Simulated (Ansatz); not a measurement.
Basis-set extrapolation for CH₆BFOSi (`BO[SiH](C)F`) (PBE0-D4/def2-TZVP geometry, frozen core, Ansatz 0.2.0). Multiplicity 1, RHF reference.

```
                      def2-TZVPP   def2-QZVPP
                 HF  -529.570879  -529.592512
    MP2 correlation    -0.879382    -0.950223
CCSD(T) correlation    -0.948087      not run
```

Energies in hartree. Use E(X) = E(∞) + A·exp(−7.88·√X) for Hartree–Fock and E(X) = E(∞) + B·X^(−2.97) for correlation, with X = 3 and 4, and add CCSD(T) minus MP2 of the smaller set to the MP2 limit.

**Question.** What is the CCSD(T) energy at the basis-set limit?

**Answer.** HF limit: -529.592512 + (-0.021633) × 0.13774 = -529.59549. MP2 limit: -0.950223 + (-0.070841) × 0.74074 = -1.00270. Higher-order term: -0.948087 − (-0.879382) = -0.06871. Total: -530.66690 hartree, 4.03 eV below CCSD(T)/def2-TZVPP.
